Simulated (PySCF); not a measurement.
BiCl3, singlet, geometry from GFN2-xTB (such geometries of metal compounds can be far from the true shape) (core potentials on Bi); PBE0/def2-SVP run with PySCF.

PySCF was given this input:
```python
from pyscf import gto, scf, dft

mol = gto.Mole()
mol.atom = '''
    Bi   -0.00428098   -0.00067467    0.50283800
    Cl   -1.83162453   -0.99302219   -0.83533113
    Cl    0.06534181    2.09049123   -0.81504384
    Cl    1.78718399   -1.09417508   -0.80465760
'''
mol.basis = 'def2-svp'
mol.ecp = {'Bi': 'def2-svp'}
mol.verbose = 4
mol.build()

mf = dft.RKS(mol)
mf.xc = 'pbe0'
mf.kernel()
mf.analyze()
```

Output, abridged:

```
PySCF version 2.14.0

[INPUT] verbose = 4
[INPUT] num. atoms = 4
[INPUT] num. electrons = 74
[INPUT] charge = 0
[INPUT] spin (= nelec alpha-beta = 2S) = 0
[INPUT] symmetry False subgroup None
[INPUT] Mole.unit = angstrom
[INPUT] Symbol           X                Y                Z      unit          X                Y                Z       unit  Magmom
[INPUT]  1 Bi    -0.004280980000  -0.000674670000   0.502838000000 AA   -0.008089879745  -0.001274941524   0.950226105024 Bohr   0.0
[INPUT]  2 Cl    -1.831624530000  -0.993022190000  -0.835331130000 AA   -3.461268724735  -1.876539974716  -1.578547059023 Bohr   0.0
[INPUT]  3 Cl     0.065341810000   2.090491230000  -0.815043840000 AA    0.123478125383   3.950455890505  -1.540209637114 Bohr   0.0
[INPUT]  4 Cl     1.787183990000  -1.094175080000  -0.804657600000 AA    3.377288275307  -2.067691233524  -1.520582488050 Bohr   0.0

nuclear repulsion = 377.750299985739
number of shells = 34
number of NR pGTOs = 169
number of NR cGTOs = 80
basis = def2-svp
ecp = {'Bi': 'def2-svp'}

******** <class 'pyscf.dft.rks.RKS'> ********
method = RKS
initial guess = minao
damping factor = 0
level_shift factor = 0
DIIS = <class 'pyscf.scf.diis.CDIIS'>
diis_start_cycle = 1
diis_space = 8
diis_damp = 0
SCF conv_tol = 1e-09
SCF conv_tol_grad = None
SCF max_cycles = 50
direct_scf = True
direct_scf_tol = 1e-13
XC library pyscf.dft.libxc version 7.1.2
    S. Lehtola, C. Steigemann, M. J. T. Oliveira, and M. A. L. Marques,  SoftwareX 7, 1–5 (2018)
XC functionals = pbe0
    C. Adamo and V. Barone,  J. Chem. Phys. 110, 6158 (1999)
    M. Ernzerhof and G. E. Scuseria,  J. Chem. Phys. 110, 5029 (1999)
radial grids:
    Treutler-Ahlrichs [JCP 102, 346 (1995); DOI:10.1063/1.469408] (M4) radial grids

becke partition: Becke, JCP 88, 2547 (1988); DOI:10.1063/1.454033
pruning grids: <function nwchem_prune>
grids dens level: 3
symmetrized grids: False
atomic radii adjust function: <function treutler_atomic_radii_adjust>
small_rho_cutoff = 0
Set gradient conv threshold to 3.16228e-05
Initial guess from minao.
tot grids = 80088
init E= -1567.94533194391
  HOMO = -0.681528310909749  LUMO = -0.612662970478927  gap/eV = 1.87392
cycle= 1 E= -1592.81883165776  delta_E= -24.9  |g|= 2.34  |ddm|= 13.2
  HOMO = -0.0177312392350757  LUMO = 0.184040892564965  gap/eV = 5.49050
cycle= 2 E= -1592.52310417569  delta_E= 0.296  |g|= 2.76  |ddm|= 7.51
  HOMO = -0.282220355383991  LUMO = -0.0432983344356433  gap/eV = 6.50140
cycle= 3 E= -1594.44629208647  delta_E= -1.92  |g|= 0.226  |ddm|= 3.66
  HOMO = -0.317786598454969  LUMO = -0.0920198829084607  gap/eV = 6.14343
cycle= 4 E= -1594.4654923146  delta_E= -0.0192  |g|= 0.0391  |ddm|= 0.555
  HOMO = -0.320436045821961  LUMO = -0.0840124609836331  gap/eV = 6.43341
cycle= 5 E= -1594.46607355833  delta_E= -0.000581  |g|= 0.0163  |ddm|= 0.088
  HOMO = -0.318709882409207  LUMO = -0.0835804297326985  gap/eV = 6.39820
cycle= 6 E= -1594.46615941114  delta_E= -8.59e-05  |g|= 0.00103  |ddm|= 0.0237
  HOMO = -0.318773864280029  LUMO = -0.0836339691670349  gap/eV = 6.39848
cycle= 7 E= -1594.46615975526  delta_E= -3.44e-07  |g|= 0.000197  |ddm|= 0.00224
  HOMO = -0.318779980604023  LUMO = -0.0836331374573374  gap/eV = 6.39867
cycle= 8 E= -1594.46615977006  delta_E= -1.48e-08  |g|= 2.92e-05  |ddm|= 0.000401
  HOMO = -0.318779213092096  LUMO = -0.083636209267895  gap/eV = 6.39857
cycle= 9 E= -1594.46615977052  delta_E= -4.57e-10  |g|= 1.28e-05  |ddm|= 8.3e-05
  HOMO = -0.31878003562189  LUMO = -0.0836347230904451  gap/eV = 6.39863
Extra cycle  E= -1594.4661597705  delta_E= 2.27e-11  |g|= 1.59e-05  |ddm|= 3.68e-05
converged SCF energy = -1594.4661597705
**** SCF Summaries ****
Total Energy =                       -1594.466159770498507
Nuclear Repulsion Energy =             377.750299985739161
One-electron Energy =                -3033.010564421520030
Two-electron Energy =                 1060.794104665282248
Two-electron Coulomb Energy =         1162.323596700164217
DFT Exchange-Correlation Energy =     -101.529492034882011
HOMO-LUMO gap [eV] =                     6.398629870086700
**** MO energy ****
MO #1   energy= -101.671630302725  occ= 2
MO #2   energy= -101.671585896411  occ= 2
MO #3   energy= -101.671583282543  occ= 2
MO #4   energy= -9.52202086095444  occ= 2
MO #5   energy= -9.52200404542455  occ= 2
MO #6   energy= -9.52200169695485  occ= 2
MO #7   energy= -7.26143620846283  occ= 2
MO #8   energy= -7.26142881557506  occ= 2
MO #9   energy= -7.26142236924012  occ= 2
MO #10  energy= -7.2545816644642   occ= 2
MO #11  energy= -7.25457976895757  occ= 2
MO #12  energy= -7.25457750808398  occ= 2
MO #13  energy= -7.25447615611025  occ= 2
MO #14  energy= -7.25447205982441  occ= 2
MO #15  energy= -7.2544700587863   occ= 2
MO #16  energy= -6.11069519009722  occ= 2
MO #17  energy= -3.83451346252975  occ= 2
MO #18  energy= -3.83451301384974  occ= 2
MO #19  energy= -3.83162570418838  occ= 2
MO #20  energy= -1.17513829139045  occ= 2
MO #21  energy= -1.17513796287394  occ= 2
MO #22  energy= -1.17026421589882  occ= 2
MO #23  energy= -1.17026364040333  occ= 2
MO #24  energy= -1.16819525667698  occ= 2
MO #25  energy= -0.85228593517459  occ= 2
MO #26  energy= -0.813265666279344 occ= 2
MO #27  energy= -0.813265213026569 occ= 2
MO #28  energy= -0.639930368571846 occ= 2
MO #29  energy= -0.400530569587112 occ= 2
MO #30  energy= -0.400529777231723 occ= 2
MO #31  energy= -0.378657943394969 occ= 2
MO #32  energy= -0.338416319703705 occ= 2
MO #33  energy= -0.338415665712459 occ= 2
MO #34  energy= -0.321585815566879 occ= 2
MO #35  energy= -0.32158554866035  occ= 2
MO #36  energy= -0.318841492727397 occ= 2
MO #37  energy= -0.31878003562189  occ= 2
MO #38  energy= -0.0836347230904451 occ= 0
MO #39  energy= -0.0836345021622245 occ= 0
MO #40  energy= -0.0761565274040659 occ= 0
MO #41  energy= 0.211406224506882  occ= 0
MO #42  energy= 0.225788203616064  occ= 0
MO #43  energy= 0.225789182174964  occ= 0
MO #44  energy= 0.267193737653534  occ= 0
MO #45  energy= 0.283359151207176  occ= 0
Dipole moment(X, Y, Z, Debye): -0.04025, -0.00635,  4.72682
```
